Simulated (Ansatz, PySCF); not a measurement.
SeF₃, SMILES F[Se](F)F, multiplicity 2. Atoms are numbered in the order given.

```xyz
4

Se    -0.0652    -0.2628     0.0000
F     -0.1811    -0.1504     1.8053
F     -0.1811    -0.1504    -1.8053
F      0.0871     1.4674     0.0000
```
Charge 0, spin multiplicity 2.

The structure is a stationary point at B3LYP-D3(BJ)/def2-SVP. The multiplicity is an assumed one; other spin states were not compared. The isomer is the one that the SMILES or the coordinates give; other isomers of the formula were not compared.

Two levels are set side by side: PBE-D3(BJ)/def2-SVP (Ansatz, a quantum-chemistry and plane-wave program) and B3LYP-D3(BJ)/def2-SVP (Ansatz). Each level has its own optimised geometry; the coordinates shown are those of the second. Frequencies come from the Hessian of PySCF at each geometry. Differences are taken from unrounded values.

| quantity | B3LYP-D3(BJ) |
|---|---|
| mean bond length (Å) | 1.787 |
| bond Se1–F2 (Å) | 1.812 |
| bond Se1–F3 (Å) | 1.812 |
| bond Se1–F4 (Å) | 1.737 |
| highest harmonic wavenumber (cm⁻¹) | 706 |
| mean harmonic wavenumber (cm⁻¹) | 424 |
| zero-point energy (kcal/mol) | 3.64 |

Problem. What does PBE-D3(BJ) give, and how far is it from B3LYP-D3(BJ)? (Estimate from the structure and the level; the computed values follow.)

Solution. 
```tsv
quantity	PBE-D3(BJ)	PBE-D3(BJ) minus B3LYP-D3(BJ)
mean bond length (Å)	1.806	0.019
bond Se1–F2 (Å)	1.831	0.018
bond Se1–F3 (Å)	1.831	0.018
bond Se1–F4 (Å)	1.757	0.020
highest harmonic wavenumber (cm⁻¹)	671	-35
mean harmonic wavenumber (cm⁻¹)	403	-22
zero-point energy (kcal/mol)	3.46	-0.18
```

GGA bonds tend to be longer and softer than those of functionals with exact exchange. Differences between two approximate levels are no errors against the true value.
